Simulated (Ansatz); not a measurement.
Gas-phase electronic energies from Ansatz, PBE0-D4/def2-TZVP geometries. CBS: MP2 limit from def2 TZ/QZ plus the TZ coupled-cluster correction, frozen cores. Functionals use def2-TZVPP. B3LYP here is the variant with VWN-RPA as its local correlation; programs differ in this. For Ge outer-core shells are correlated without core-valence functions, which leaves a few kJ/mol of doubt a bond. Scalar relativity is left out up to krypton.

Consider the ligand exchange at a Ge–C bond: `[AlH2][CH]([AlH2])[GeH3]` + `F[SiH]1CN1` → `F[SiH]1C[N]1[GeH3]` + `[AlH2][CH2][AlH2]`.

`[AlH2][CH]([AlH2])[GeH3]`:

Z-matrix (Å, degrees):
```
C
Al 1 1.935
Ge 1 1.965 2 108.7
Al 1 1.935 2 116.5 3 123.1
H 1 1.098 2 106.6 3 -118.2
H 2 1.588 1 119.6 3 -46.2
H 2 1.587 1 119.7 3 134.0
H 3 1.544 1 111.1 2 -176.0
H 3 1.544 1 111.1 2 -56.4
H 3 1.537 1 109.6 2 63.8
H 4 1.587 1 119.6 2 -76.7
H 4 1.587 1 119.7 2 103.1
```

`F[SiH]1CN1`:

Z-matrix (Å, degrees):
```
Si
C 1 1.818
N 1 1.674 2 51.1
F 1 1.594 2 118.8 3 109.6
H 1 1.471 2 129.4 3 -99.7
H 2 1.091 1 116.4 3 -106.3
H 2 1.088 1 126.3 3 99.7
H 3 1.005 1 139.6 2 114.0
```

`F[SiH]1C[N]1[GeH3]`:

Z-matrix (Å, degrees):
```
Si
C 1 1.817
N 1 1.665 2 51.2
F 1 1.591 2 121.8 3 -105.4
H 1 1.472 2 126.6 3 104.3
H 2 1.091 1 120.3 3 102.9
H 2 1.091 1 122.8 3 -102.3
Ge 3 1.823 1 160.6 2 174.5
H 8 1.535 3 107.2 1 2.9
H 8 1.540 3 109.7 1 123.3
H 8 1.541 3 109.0 1 -117.4
```

`[AlH2][CH2][AlH2]`:

Z-matrix (Å, degrees):
```
C
Al 1 1.936
Al 1 1.936 2 118.4
H 1 1.097 2 107.0 3 121.0
H 1 1.098 2 107.0 3 -120.9
H 2 1.589 1 120.1 3 89.4
H 2 1.589 1 120.1 3 -89.3
H 3 1.589 1 120.1 2 89.5
H 3 1.589 1 120.1 2 -89.2
```

Problem. Is it downhill or uphill in electronic energy at CCSD(T)/CBS, and by how much? (Best estimate.)

Solution. Ansatz gave: Downhill: ΔE = -16.7 kJ/mol.

Problem. What do these levels give: PBE-D4, r2SCAN-D4, ωB97X-V, ωB97M-V, PBE, r2SCAN, B3LYP, HF/def2-TZVPP, MP2/def2-TZVPP, SCS-MP2/def2-TZVPP, HF/def2-QZVPP, MP2/def2-QZVPP? (An estimate is asked.)

Solution. The calculation gave: PBE-D4 -16.9, r2SCAN-D4 -19.7, ωB97X-V -22.1, ωB97M-V -19.9, PBE -18.5, r2SCAN -20.0, B3LYP -28.8, HF/def2-TZVPP -36.7, MP2/def2-TZVPP -21.4, SCS-MP2/def2-TZVPP -24.9, HF/def2-QZVPP -37.6, MP2/def2-QZVPP -19.6 kJ/mol.

Largest T1 diagnostic among the species: 0.012.

In def2-TZVPP, CCSD(T) changes the Hartree–Fock value by +16.3 kJ/mol (the triples alone add +2.0 kJ/mol) and MP2 by +15.3 kJ/mol.
